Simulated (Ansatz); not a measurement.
Reaction (substitution at a C–Ge bond): `[CH3][GeH2][CH2]O` + `[OH][Ti]([F])([Cl])[SeH]` → `C[Se][Ti]([OH])([F])[Cl]` + `O[CH2][GeH3]`

Computed with Ansatz on PBE0-D4/def2-TZVP structures; ΔE is electronic, products minus reactants. CCSD(T)/CBS adds triple-zeta CCSD(T) − MP2 to the extrapolated MP2 energy (def2 sets, frozen cores). Functionals use def2-TZVPP. For Ge, Se, Ti outer-core shells are correlated without core-valence functions, which leaves a few kJ/mol of doubt a bond. Scalar relativity is left out up to krypton. Each species was taken in one conformer, which may not be the lowest.

```json
{"level": "PBE", "ΔE (kcal/mol)": "7.6"}
{"level": "MP2/def2-QZVPP", "ΔE (kcal/mol)": "7.2"}
```

(1) What does CCSD(T)/CBS give? (An estimate is asked.)

Largest T1 diagnostic among the species: 0.023, so the coupled-cluster value is less sure than usual.

Results:

(1) Computed: +7.4 kcal/mol. The listed levels differ from it by 0.2, -0.2 kcal/mol.

CCSD(T)/CBS has its own doubt, a few kJ/mol and more with outer-core shells, so smaller differences from it don't rank the levels.
